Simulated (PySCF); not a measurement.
ClK, charge +1, doublet, geometry from GFN2-xTB (such geometries of metal compounds can be far from the true shape) (a state made from the parent by changing its charge; the spin is typed, not shown lowest); CASSCF(5,4)/STO-3G (PySCF).

Here is a job for PySCF.
```python
from pyscf import gto, scf, mcscf
import numpy

mol = gto.M(
    atom='''
K    -0.000000   -0.000000   -1.529408
Cl    0.000000    0.000000    1.709339
''',
    basis='sto-3g',
    charge=1,
    spin=1,
    verbose=4,
)

mf = scf.ROHF(mol)
mf.kernel()
mc = mcscf.CASSCF(mf, 4, 5)
mc.fix_spin_(ss=0.75)
mc = mc.newton()
mc.kernel()
occ = numpy.linalg.eigvalsh(mc.fcisolver.make_rdm1(mc.ci, mc.ncas, mc.nelecas))[::-1]
ss = mc.fcisolver.spin_square(mc.ci, mc.ncas, mc.nelecas)[0]
print('natural occupations', occ.round(4), ' <S^2>', round(ss, 4))
```

It wrote (shortened):

```
PySCF version 2.14.0

[INPUT] verbose = 4
[INPUT] num. atoms = 2
[INPUT] num. electrons = 35
[INPUT] charge = 1
[INPUT] spin (= nelec alpha-beta = 2S) = 1
[INPUT] symmetry False subgroup None
[INPUT] Mole.unit = angstrom
[INPUT] Symbol           X                Y                Z      unit          X                Y                Z       unit  Magmom
[...]
nuclear repulsion = 52.774804307703
number of shells = 12
number of NR pGTOs = 66
number of NR cGTOs = 22
basis = sto-3g
ecp = {}

******** <class 'pyscf.scf.rohf.ROHF'> ********
method = ROHF
initial guess = minao
damping factor = 0
level_shift factor = 0
DIIS = <class 'pyscf.scf.diis.CDIIS'>
diis_start_cycle = 1
diis_space = 8
diis_damp = 0
SCF conv_tol = 1e-09
SCF conv_tol_grad = None
SCF max_cycles = 50
direct_scf = True
direct_scf_tol = 1e-13
num. doubly occ = 17  num. singly occ = 1
Set gradient conv threshold to 3.16228e-05
init E= -1046.64787301189
[...]
cycle= 1 E= -1047.56497582987  delta_E= -0.917  |g|= 0.0515  |ddm|= 1.28
[...]
cycle= 2 E= -1047.56605713973  delta_E= -0.00108  |g|= 0.00595  |ddm|= 0.0615
[...]
cycle= 3 E= -1047.56607385559  delta_E= -1.67e-05  |g|= 0.000921  |ddm|= 0.00802
[...]
cycle= 4 E= -1047.56607446298  delta_E= -6.07e-07  |g|= 0.000123  |ddm|= 0.00179
[...]
cycle= 5 E= -1047.56607447676  delta_E= -1.38e-08  |g|= 2.49e-05  |ddm|= 0.0003
[...]
cycle= 6 E= -1047.5660744774  delta_E= -6.48e-10  |g|= 3.9e-06  |ddm|= 6.26e-05
[...]
Extra cycle  E= -1047.56607447742  delta_E= -1.25e-11  |g|= 1e-06  |ddm|= 8.49e-06
converged SCF energy = -1047.56607447742

******** <class 'pyscf.mcscf.newton_casscf.CASSCF'> ********
CAS (3e+2e, 4o), ncore = 15, nvir = 3
max_cycle_macro = 50
max_cycle_micro = 10
conv_tol = 1e-07
conv_tol_grad = None
orbital rotation max_stepsize = 0.03
augmented hessian ah_max_cycle = 30
augmented hessian ah_conv_tol = 1e-12
augmented hessian ah_linear dependence = 1e-14
augmented hessian ah_level shift = 1e-08
augmented hessian ah_start_tol = 500
augmented hessian ah_start_cycle = 3
augmented hessian ah_grad_trust_region = 3
kf_trust_region = 3
kf_interval = 5
natorb = False
canonicalization = True
internal_rotation = False
******** <class 'pyscf.fci.addons.SpinPenaltyFCISolver'> ********
max. cycles = 50
conv_tol = 1e-08
davidson only = True
linear dependence = 1e-12
level shift = 0.001
max iter space = 12
nroots = 1
pspace_size = 400
spin = None

WARN: SO-CASSCF (Second order CASSCF) is an experimental feature. Its performance is bad for large systems.

[...]
CASCI E = -1047.56614266516  dE = -1047.5661  S^2 = 0.7500000
[...]
macro 3 (11 JK  7 micro), CASSCF E = -1047.56648889925  dE = -0.0001331  |grad|=0.000793  S^2 = 0.7500000
macro 4 (11 JK  7 micro), CASSCF E = -1047.56661938703  dE = -0.0001305  |grad|=0.000766  S^2 = 0.7500000
macro 5 (11 JK  7 micro), CASSCF E = -1047.56675940432  dE = -0.00014  |grad|=0.00107  S^2 = 0.7500000
macro 6 (11 JK  7 micro), CASSCF E = -1047.56692974671  dE = -0.0001703  |grad|=0.000872  S^2 = 0.7500000
macro 7 (11 JK  7 micro), CASSCF E = -1047.56707763435  dE = -0.0001479  |grad|=0.000806  S^2 = 0.7500000
macro 8 (11 JK  7 micro), CASSCF E = -1047.56717164249  dE = -9.401e-05  |grad|=0.000657  S^2 = 0.7500000
macro 9 (10 JK  6 micro), CASSCF E = -1047.56720409797  dE = -3.246e-05  |grad|=0.000381  S^2 = 0.7500000
macro 10 (11 JK  7 micro), CASSCF E = -1047.56720853509  dE = -4.437e-06  |grad|=0.000368  S^2 = 0.7500000
macro 11 (11 JK  7 micro), CASSCF E = -1047.56721017103  dE = -1.636e-06  |grad|=0.000369  S^2 = 0.7500000
macro 12 (11 JK  7 micro), CASSCF E = -1047.56721444225  dE = -4.271e-06  |grad|=0.000346  S^2 = 0.7500000
macro 13 (11 JK  7 micro), CASSCF E = -1047.56721804302  dE = -3.601e-06  |grad|=0.000523  S^2 = 0.7500000
macro 14 (7 JK  4 micro), CASSCF E = -1047.56722108188  dE = -3.039e-06  |grad|=0.000292  S^2 = 0.7500000
macro 15 (11 JK  7 micro), CASSCF E = -1047.56723881387  dE = -1.773e-05  |grad|=0.000846  S^2 = 0.7500000
macro 16 (11 JK  7 micro), CASSCF E = -1047.56728196054  dE = -4.315e-05  |grad|=0.000367  S^2 = 0.7500000
macro 17 (11 JK  7 micro), CASSCF E = -1047.56736319179  dE = -8.123e-05  |grad|=0.000525  S^2 = 0.7500000
macro 18 (11 JK  7 micro), CASSCF E = -1047.56747617134  dE = -0.000113  |grad|=0.000529  S^2 = 0.7500000
macro 19 (11 JK  7 micro), CASSCF E = -1047.56754206917  dE = -6.59e-05  |grad|=0.000438  S^2 = 0.7500000
macro 20 (8 JK  4 micro), CASSCF E = -1047.56755797877  dE = -1.591e-05  |grad|=0.000228  S^2 = 0.7500000
macro 21 (7 JK  3 micro), CASSCF E = -1047.56756044547  dE = -2.467e-06  |grad|=9.9e-05  S^2 = 0.7500000
macro 22 (4 JK  1 micro), CASSCF E = -1047.56756045764  dE = -1.217e-08  |grad|=5.29e-05  S^2 = 0.7500000
newton CASSCF converged in 22 macro (42 KF 181 Hx) steps
CASSCF canonicalization
Density matrix diagonal elements [1.99902635e+00 1.99943353e+00 1.00000000e+00 1.54011220e-03]
CASSCF energy = -1047.56756045764
CASCI E = -1047.56756045764  E(CI) = -8.10900643800369  S^2 = 0.7500000
natural occupations [1.9995e+00 1.9990e+00 1.0000e+00 1.5000e-03]  <S^2> 0.75
```
